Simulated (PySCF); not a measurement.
Si(Vi)(OH)(NH2)2, SMILES C=C[Si](N)(N)O (CAM-B3LYP/def2-SVP optimised geometry):

```
14

C     -1.533    -1.485    -2.527
C     -0.897    -2.091    -1.521
Si    -0.318    -1.180     0.000
N      1.403    -1.180     0.000
N     -0.975     0.412     0.000
O     -0.858    -1.937     1.385
H     -1.739    -0.410    -2.490
H     -1.873    -2.023    -3.419
H     -0.713    -3.170    -1.610
H      1.932    -1.083    -0.858
H      1.938    -0.896     0.813
H     -0.383     1.180     0.293
H     -1.938     0.569     0.277
H     -0.648    -2.873     1.469
```

Calculation: CAM-B3LYP/def2-TZVP in PySCF 2.14.0.

Q: What are the frontier orbital energies and the dipole moment?

A: HOMO-2 -9.11 eV, HOMO-1 -8.89 eV, HOMO -8.83 eV, LUMO 0.97 eV, LUMO+1 1.62 eV; dipole moment 1.14 D.

On the same geometry PBE/def2-TZVP (PySCF) gives HOMO-2 -6.57 eV, HOMO-1 -5.93 eV, HOMO -5.89 eV, LUMO -1.19 eV, LUMO+1 0.04 eV; dipole moment 1.11 D.

Meta-Löwdin charges at CAM-B3LYP/def2-TZVP: C1 -0.21, C2 -0.40, Si3 1.28, N4 -0.76, N5 -0.76, O6 -0.77, H7 0.12, H8 0.11, H9 0.11, H10 0.24, H11 0.23, H12 0.24, H13 0.24, H14 0.35.
